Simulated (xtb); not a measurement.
C4H5, doublet, geometry from GFN2-xTB; GFN1-xTB (xtb 6.7.1).

xtb was given this input:
```
$ xtb mol.xyz --gfn 1 --uhf 1 --grad --json

# file mol.xyz
9

C      0.60085967     1.81351297     0.01556469
C      0.61610420     0.51445077     0.00328056
C     -0.56525911    -0.35580246    -0.00191456
C     -0.48769899    -1.67890196    -0.01458395
H     -0.11254112     2.60487760     0.02484085
H      1.56076214    -0.02055891    -0.00416798
H     -1.52208225     0.14758648     0.00526689
H      0.45913300    -2.19376719    -0.02184815
H     -1.36930637    -2.29769393    -0.01817201
```

Q: Predict the main parts of the log of this xtb run.

A: 
```
   ID    Z sym.   atoms
    1    6 C      1-4
    2    1 H      5-9

           -------------------------------------------------
          |                Calculation Setup                |
           -------------------------------------------------

           -------------------------------------------------
          |                 G F N 1 - x T B                 |
           -------------------------------------------------

          ...................................................
          :                      SETUP                      :
          :.................................................:
          :  # basis functions                  26          :
          :  # atomic orbitals                  26          :
          :  # shells                           18          :
          :  # electrons                        21          :
          :  # halogen bonds                     0          :
          :  max. iterations                   250          :
          :  Hamiltonian                  GFN1-xTB          :
          :  restarted?                      false          :
          :  GBSA solvation                  false          :
          :  PC potential                    false          :
          :  electronic temp.          300.0000000     K    :
          :  accuracy                    1.0000000          :
          :  -> integral cutoff          0.2500000E+02      :
          :  -> integral neglect         0.1000000E-07      :
          :  -> SCF convergence          0.1000000E-05 Eh   :
          :  -> wf. convergence          0.2000000E-04 e    :
          :  Broyden damping             0.4000000          :
          :  net charge                          0          :
          :  unpaired electrons                  1          :
          ...................................................

 iter      E             dE          RMSdq      gap      omega  full diag
   1    -11.1854123 -0.111854E+02  0.892E+00    2.34       0.0  T
   2    -11.1989664 -0.135541E-01  0.536E+00    2.24       1.0  T
   3    -11.1986269  0.339547E-03  0.740E-01    2.27       1.0  T
   4    -11.2004473 -0.182041E-02  0.187E-01    2.23       1.0  T
   5    -11.2005614 -0.114127E-03  0.103E-02    2.25       3.2  T
   6    -11.2005622 -0.842631E-06  0.179E-03    2.24      18.6  T
   7    -11.2005623 -0.141566E-07  0.434E-04    2.24      76.8  T
   8    -11.2005623 -0.601132E-09  0.123E-04    2.24     270.9  T
   9    -11.2005623 -0.262581E-10  0.207E-05    2.24    1608.5  T

   *** convergence criteria satisfied after 9 iterations ***

         :::::::::::::::::::::::::::::::::::::::::::::::::::::
         ::                     SUMMARY                     ::
         :::::::::::::::::::::::::::::::::::::::::::::::::::::
         :: total energy             -10.986234535786 Eh    ::
         :: gradient norm              0.009062096928 Eh/a0 ::
         :: HOMO-LUMO gap              2.242106905115 eV    ::
         ::.................................................::
         :: SCC energy               -11.200562251091 Eh    ::
         :: -> electrostatic           0.000750500043 Eh    ::
         :: repulsion energy           0.216753528142 Eh    ::
         :: dispersion energy         -0.002425812837 Eh    ::
         :: halogen bond corr.         0.000000000000 Eh    ::
         :: add. restraining           0.000000000000 Eh    ::
         :: total charge              -0.000000000000 e     ::
         :::::::::::::::::::::::::::::::::::::::::::::::::::::

           -------------------------------------------------
          |                Property Printout                |
           -------------------------------------------------

    * Orbital Energies and Occupations

         #    Occupation            Energy/Eh            Energy/eV
      -------------------------------------------------------------
         1        2.0000           -0.6557724             -17.8445
         2        2.0000           -0.6383181             -17.3695
         3        2.0000           -0.5998444             -16.3226
         4        2.0000           -0.5924995             -16.1227
         5        2.0000           -0.5538062             -15.0698
         6        2.0000           -0.5324855             -14.4897
         7        2.0000           -0.5040206             -13.7151
         8        2.0000           -0.4882179             -13.2851
         9        2.0000           -0.4867864             -13.2461
        10        2.0000           -0.4252465             -11.5715
        11        1.0000           -0.3607839              -9.8174 (HOMO)
        12                         -0.2783880              -7.5753 (LUMO)
        13                         -0.1789655              -4.8699
        14                         -0.1171106              -3.1867
        15                         -0.1055375              -2.8718
        16                         -0.0854086              -2.3241
        17                         -0.0775627              -2.1106
        18                         -0.0522470              -1.4217
        19                          0.1699164               4.6237
        20                          0.2394236               6.5150
        21                          0.2537580               6.9051
        22                          0.3261682               8.8755
       ...                                ...                  ...
        26                          0.7613979              20.7187
      -------------------------------------------------------------
                  HL-Gap            0.0823959 Eh            2.2421 eV
             Fermi-level           -0.3563006 Eh           -9.6954 eV

  Mulliken/CM5 charges         n(s)   n(p)   n(d)
     1C    -0.08889 -0.14482   1.167  2.922  0.000
     2C    -0.01758 -0.07314   1.057  2.960  0.000
     3C    -0.00506 -0.06556   1.065  2.940  0.000
     4C    -0.07537 -0.17893   1.047  3.028  0.000
     5H     0.04505  0.09922   0.955  0.000  0.000
     6H     0.03989  0.09690   0.960  0.000  0.000
     7H     0.03076  0.08772   0.969  0.000  0.000
     8H     0.03389  0.08791   0.966  0.000  0.000
     9H     0.03731  0.09070   0.963  0.000  0.000

Wiberg/Mayer (AO) data.
largest (>0.10) Wiberg bond orders for each atom

 ---------------------------------------------------------------------------
     #   Z sym  total        # sym  WBO       # sym  WBO       # sym  WBO
 ---------------------------------------------------------------------------
     1   6 C    3.259 --     2 C    2.004     5 H    0.991     4 C    0.132
     2   6 C    3.993 --     1 C    2.004     3 C    1.029     6 H    0.939
     3   6 C    3.986 --     4 C    1.906     2 C    1.029     7 H    0.972
     4   6 C    3.997 --     3 C    1.906     8 H    0.979     9 H    0.975
                             1 C    0.132
     5   1 H    1.005 --     1 C    0.991
     6   1 H    1.009 --     2 C    0.939
     7   1 H    1.004 --     3 C    0.972
     8   1 H    1.004 --     4 C    0.979
     9   1 H    1.006 --     4 C    0.975
 ---------------------------------------------------------------------------

Topologies differ in total number of bonds
Writing topology from bond orders to xtbtopo.mol

 dipole moment from electron density (au)
     X       Y       Z
  -0.2345  -0.2294  -0.0016  total (Debye):    0.834

           -------------------------------------------------
          | TOTAL ENERGY              -10.986234535786 Eh   |
          | GRADIENT NORM               0.009062096928 Eh/α |
          | HOMO-LUMO GAP               2.242106905115 eV   |
           -------------------------------------------------

normal termination of xtb
```
